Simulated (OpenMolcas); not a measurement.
Cr3+ with 6 ligands (chloride) in octahedral coordination (Oh) at 2.38 Å. A charge of +0.5 e stands 2.6 Å behind each ligand. Ligand basis ANO-RCC-VDZP.

```yaml
Program: OpenMolcas
Method: CASSCF
Basis: ANO-RCC-VTZP [6s5p3d2f1g]
Scalar_Hamiltonian: DKH2, point nucleus
Active_space: 3 electrons in 5 orbitals (3d)
State_averaging: 2S+1 = 4 even, 10 roots; 2S+1 = 2 even, 40 roots
Spin-orbit_coupling: RASSI with atomic mean-field integrals over the reference wave functions
```

(1) What is the spin-free ground state (labels of O, the rotations of Oh)?

(2) Where is the first state of the same spin?

(3) What are the lowest two levels with spin-orbit coupling?

(4) What is χT at 300 K, and how does it compare with the textbook value?

Answers

(1) 4A2, 1-fold in its orbital part; it has the highest spin that d3 allows.

(2) 4T2 at 10300 cm-1 above the ground state.

(3) A 4-fold level Γ8, then a 2-fold level Γ7 10227 cm-1 above it. Their leading multiplicities are 4 (100 %) and 4 (100 %).

(4) The lowest level has 2S+1 = 4, for which the spin-only value is χT = S(S+1) / 2 = 1.875 cm3 K/mol (g = 2). The computed 1.821 at 300 K differs by -0.054, through orbital momentum, spin-orbit coupling and any other state in reach.

Without dynamic correlation the repulsion within the d shell is too large (B by tens of per cent), so at a given field states of lower spin stand too high. Ligand-to-metal charge-transfer states are missing. With no ligand orbital active B as a rule stays too high, so bands that hang on it stand too high and its fall with covalency is understated. With metal d orbitals alone and no dynamic correlation the field as a rule comes out too small, by tens of per cent, by up to half for chloride and softer ligands. No measured value stands beside these numbers; the geometry is a model, was not optimised and need not be the one that this ion takes.
